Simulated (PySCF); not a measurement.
Species: CH₁₀NSi₃ (doublet state).
Structure used (PBE0-D3(BJ)/def2-SVP), in Å, numbered top down from 1:
```xyz
15
CH10NSi3 angstrom
N     -2.3557   -0.7371    1.2305
Si    -1.5713    0.7896    0.9577
Si    -0.3007    0.5866   -1.0170
C      1.0083   -0.6923   -0.7487
Si     2.7028   -0.3835   -0.0611
H     -2.7435   -0.9301    2.1481
H     -2.9584   -1.1152    0.5077
H     -2.4725    1.9906    0.8331
H     -0.6738    1.0438    2.1269
H     -1.2279    0.1913   -2.1283
H      0.3091    1.9126   -1.3522
H      0.7124   -1.7414   -0.8887
H      2.8846   -1.0853    1.2505
H      3.7591   -0.8944   -0.9931
H      2.9187    1.0807    0.1480
```

The hyperfine couplings belong to this conformer and change with its torsions.

The species is `[CH]([SiH3])[SiH2][SiH2]N` [radical].

The calculation used PySCF 2.14.0, UKS B3LYP, IGLO-III on C N Si, pcH-1 on H, non-relativistic, mean-field spin-orbit, GIAO. Isolated species at its PBE0-D3(BJ)/def2-SVP geometry (one conformer only). No stability test was run, so a lower SCF solution isn't excluded.

Largest spin populations (Mulliken): C4 (+0.93) and Si2 (+0.06). No atom but C4 exceeds +0.15. The angles at C4 add up to 359.5°, so it is planar; its axial dipolar tensor and the negative coupling of its proton fit spin in a p orbital normal to that plane.

Q: Find Q in a(H) = Q·ρ(C) for the protons on the planar carbons that carry spin.

A: 
```json
{"H": "H12", "C": "C4", "ρ(C)": "+0.934", "a(H) (G)": "-17.68", "a/ρ (G)": "-18.9"}
```

One proton gives one ratio, Q = -18.9 G, and no test of linearity.

Couplings in gauss use g_iso = 2.0027.
